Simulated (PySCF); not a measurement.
**Peak assignment**

Bonds (- single, = double, # triple, : aromatic): C1=C2, C2-C3, C3-N4, N4-Si5, Si5-C6, N4-C7, C7=C8, C7-C2. C1 carries H9, H10; C3 carries H11, H12; Si5 carries H13, H14; C6 carries H15, H16, H17; C8 carries H18, H19. H18 is cis to C2; H9 is cis to C3; H19 is trans to C2; H10 is trans to C3.

Computed data (PySCF 2.14): structure optimised with GFN2-xTB, GIAO PBE0/pcSseg-1 shieldings. No solvent model, non-relativistic, equivalent nuclei averaged, one computed conformer.

δ = σ(ref) − σ, references computed at the same level: ¹³C, ¹H against TMS.

(1) Assign these signals to the numbered atoms. ¹³C{¹H} NMR (computed): δ 160.0, 150.8, 108.9, 77.6, 55.9, -8.6.

(2) Assign these signals to the numbered atoms. ¹H NMR (500 MHz, computed): δ 5.60 (br s, 1H), 5.10 (br s, 1H), 4.96 (q, 2H), 4.32 (br s, 1H), 4.13 (s, 2H), 3.99 (br s, 1H), 0.21 (t, 3H).

## Answers

(1) 
160.0 → C7, alkene carbon bearing nitrogen: an sp2 carbon further deshielded by the attached heteroatom
150.8 → C2, fully substituted alkene carbon: as expected for a trigonal carbon in a double bond
108.9 → C1, terminal =CH2 carbon: the olefinic region
77.6 → C8, β carbon of an enol-ether or enamine type C=C: the O or N lone pair pushes π density onto this β carbon and shields it
55.9 → C3, allylic sp3 CH2 bonded to N: pulled downfield by the heteroatom
-8.6 → C6, methyl carbon bonded to Si: an electropositive neighbour leaves it electron-rich and shielded

(2) 
```tsv
δ (ppm)	atoms	environment	reason
5.60	H10	hydrogen on a terminal =CH2 carbon	attached to an sp2 carbon and in the plane of the double bond
5.10	H9	hydrogen on a terminal =CH2 carbon	–
4.96	H13/H14	hydrogen on a silicon bonded to C, N	–
4.32	H18	hydrogen on a β carbon of an enol-ether or enamine type C=C	lone-pair donation from O or N shields it, upfield of ordinary alkene protons
4.13	H11/H12	hydrogen on an allylic sp3 CH2 bonded to N	its carbon carries N, hence the downfield position
3.99	H19	hydrogen on a β carbon of an enol-ether or enamine type C=C	lone-pair donation from O or N shields it, upfield of ordinary alkene protons
0.21	H15/H16/H17	hydrogen on a methyl carbon bonded to Si	an electropositive neighbour shields it, as in TMS itself
```

Shifts are as computed. Against solution values, carbons near 30 ppm lie about +3 ppm off and those near 130 ppm about +5 ppm. Of 1309 compounds with measured shifts, 239 miss one by over three times the rms of a fit or turn the order of signals round; such compounds aren't used in these exercises. Multiplicities follow the n + 1 count of equivalent neighbours, as no J values were calculated; m marks all less simple cases, F and P coupling included.
